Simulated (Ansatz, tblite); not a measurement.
Forces on Si4Ge6 at its PBE-D4/def2-SVP geometry. Charge 0, multiplicity 1.

The xTB rows come from tblite. The structure comes from a short search, and lower isomers may exist.

GFN1-xTB (tblite), largest force 1.28 eV/Å:

```xyz
10
positions Å, forces eV/Å
Si    1.272    0.507    0.957   -0.673   -0.220    0.139
Si    0.527    1.069   -1.559   -0.168   -0.703    0.172
Si   -0.813    1.912    0.226    0.248   -0.451    0.355
Si    2.339   -0.502   -0.855   -0.495    0.039    0.106
Ge   -0.852   -0.569   -2.871    0.140    0.244    1.244
Ge   -1.276   -0.563    1.622    0.697    0.325   -0.173
Ge    1.016   -1.941    1.479   -0.536    0.717   -0.719
Ge   -2.109    0.111   -0.758    0.553   -0.007   -0.107
Ge    0.064   -1.726   -0.797    0.345    0.573    0.016
Ge   -0.168    1.701    2.556   -0.110   -0.516   -1.033
```

GFN2-xTB (tblite), largest force 1.44 eV/Å:

```
Si 0.727 -0.609 1.082
Si -0.379 0.257 -0.852
Si -0.399 0.387 -0.065
Si -0.132 -0.068 0.261
Ge 0.179 0.129 0.532
Ge 0.456 -0.219 -0.055
Ge -0.345 0.468 -0.353
Ge 0.076 -0.108 -0.024
Ge -0.159 0.091 0.175
Ge -0.025 -0.329 -0.701
```

PBE-D4/def2-TZVP (Ansatz), largest force 0.20 eV/Å:

```
Si -0.128 -0.040 -0.126
Si -0.057 -0.129 0.136
Si 0.086 -0.157 0.028
Si -0.169 0.028 0.081
Ge 0.036 0.031 0.091
Ge 0.085 0.067 -0.062
Ge -0.004 0.100 -0.075
Ge 0.120 0.028 -0.010
Ge 0.032 0.121 0.026
Ge -0.001 -0.050 -0.090
```
